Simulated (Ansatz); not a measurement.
```yaml
crystal:
  periodic: [false, false, false]
  atoms:
    - {symbol: C, position_ang: [-0.101213, 0.711221, -0.630520]}
    - {symbol: B, position_ang: [-0.029888, 0.104377, 0.798708]}
    - {symbol: Te, position_ang: [0.326373, -1.934938, 1.254671]}
    - {symbol: H, position_ang: [-1.075922, 1.196164, -0.766599]}
    - {symbol: H, position_ang: [0.634312, 1.520440, -0.717235]}
    - {symbol: H, position_ang: [0.054741, 0.010117, -1.450689]}
    - {symbol: H, position_ang: [-0.179428, 0.778536, 1.776023]}
    - {symbol: H, position_ang: [0.463224, -2.443119, -0.320159]}
basis:
  gaussian: {orbitals: def2-mTZVPP}
hamiltonian: {xc: {name: BLYP}, dispersion: d3bjatm}
output: {forces: true}
```

```sh
$ ansatz run in.yaml --threads 2 --pin off --events-out ev --progress --plain --max-ram 4352MiB
```

Output, abridged:

```
Functional definition: BLYP
1008 factors; their error is unknown
mean field evaluation 1: about -9071.7082 eV, gradient 7.4e1 eV
mean field evaluation 2: about -8978.7361 eV, gradient 1.4e2 eV
mean field evaluation 4: about -9084.9247 eV, gradient 2.2e1 eV
mean field evaluation 8: about -9086.3931 eV, gradient 5.3e-2 eV
mean field evaluation 16: about -9086.2542 eV, gradient 1.7e-4 eV
mean field -9086.25420142 eV, -333.9136830179 hartree, gradient 1.9e-5 eV, S^2 0.000000; 0 other end points of the search recorded, 0 dependent functions left out
reference -9086.25452962 eV, -333.9136950789 hartree; 20, 20 occupied and 79, 79 virtual orbitals, 1008 factors
Total energy: -9086.59140960 eV, -333.9260751899 hartree
Atom 0 at    -0.101213     0.711221    -0.630520 Å, force     0.003349    -0.033595     0.053278 eV/Å
Atom 1 at    -0.029888     0.104377     0.798708 Å, force    -0.058320     0.310202     0.106884 eV/Å
Atom 2 at     0.326373    -1.934938     1.254671 Å, force     0.050482    -0.344583     0.437255 eV/Å
Atom 3 at    -1.075922     1.196164    -0.766599 Å, force    -0.199328     0.107866    -0.059334 eV/Å
Atom 4 at     0.634312     1.520440    -0.717235 Å, force     0.150355     0.173558    -0.048531 eV/Å
Atom 5 at     0.054741     0.010117    -1.450689 Å, force     0.029032    -0.124711    -0.181410 eV/Å
Atom 6 at    -0.179428     0.778536     1.776023 Å, force    -0.002249     0.008741     0.014857 eV/Å
Atom 7 at     0.463224    -2.443119    -0.320159 Å, force     0.026680    -0.097479    -0.322999 eV/Å
Dipole moment:    -0.004807     0.044287    -0.137766 e Å
```

Run time 1.2 s (2 threads of an Intel Xeon 6975P-C on a shared host); peak host memory 0.35 GiB.
